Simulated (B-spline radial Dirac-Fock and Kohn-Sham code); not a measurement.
Neutral silver: differential elastic cross section for electrons at 80.9 eV

The computed values come from a B-spline atomic structure program: relativistic (Dirac) partial waves in the static field of the Dirac-Fock atom with Furness-McCarthy exchange, without polarisation or absorption potentials. Below a few hundred eV the neglected polarisation potential matters, most of all at small angles.

```
θ (°)  dσ/dΩ (a₀²/sr)  Sherman function
    0            36.9             0.000
   10            29.0             0.000
   20            17.5             0.005
   30            9.16             0.015
   40            3.45             0.038
   50           0.768             0.087
   60           0.474            -0.025
   70           0.984            -0.070
   80            1.19            -0.071
   90            1.05            -0.062
  100           0.951            -0.028
  110           0.982             0.008
  120           0.818             0.029
  130           0.333             0.056
  140         0.00310             0.145
  150           0.540            -0.034
  160            2.08            -0.012
  170            3.83            -0.005
  180            4.60             0.000
```

**Question.** What integrated cross sections go with this distribution?

**Answer.** The total elastic cross section is 29.7 a₀², the first transport cross section 12.9 a₀² and the second, weighted with (3/2) sin²θ, 15.0 a₀². The mean deflection is ⟨1 − cos θ⟩ = 0.435, and 19 % of the collisions scatter beyond 90°.

On this grid of angles the cross section has minima near 60°, 100°, 140°, from interference among the few low partial waves with large phase shifts.
